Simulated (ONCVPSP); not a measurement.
Transferability test, ONCV potential for Co

* Element: cobalt
* Generator: ONCVPSP 4.0.1
* Type: optimised norm-conserving Vanderbilt (ONCV)
* Functional: LDA (Perdew-Zunger)
* Relativity: scalar-relativistic
* Frozen core: [Ne]
* Valence charge: 17
* Reference configuration: 3s2 3p6 3d7 4s2
* Partial waves: 3s+4s: rc 1.40 bohr, ncon 3, nbas 7, qcut 10.9 1/bohr, 2 projectors; 3p: rc 0.95 bohr, ncon 4, nbas 9, qcut 13.3 1/bohr, 2 projectors, debl 2.8 Ha; 3d: rc 1.30 bohr, ncon 4, nbas 8, qcut 10.4 1/bohr, 2 projectors, debl 2 Ha
* Local potential: polynomial inside 0.65 bohr (lpopt 5, dvloc0 2 Ha)
* Core correction: Teter function, fcfact 3, rcfact 1.75

Energies are relative to the spin-unpolarised reference configuration 3s2 3p6 3d7 4s2; without spin polarisation the order of configurations can differ from experiment.

Question: Give the all-electron excitation energy and the error of the potential for: 3s2 3p6 3d7 4s1; 3s2 3p6 3d7 4s0; 3s2 3p6 3d6 4s0; 3s1 3p6 3d7 4s2.

Answer:

```csv
valence configuration,charge,ΔE all-electron (eV),error AE − PS (meV)
3s2 3p6 3d7 4s1,+1,9.296,+0.2
3s2 3p6 3d7 4s0,+2,26.380,+2.7
3s2 3p6 3d6 4s0,+3,62.569,+6.4
3s1 3p6 3d7 4s2,+1,109.991,-272
```
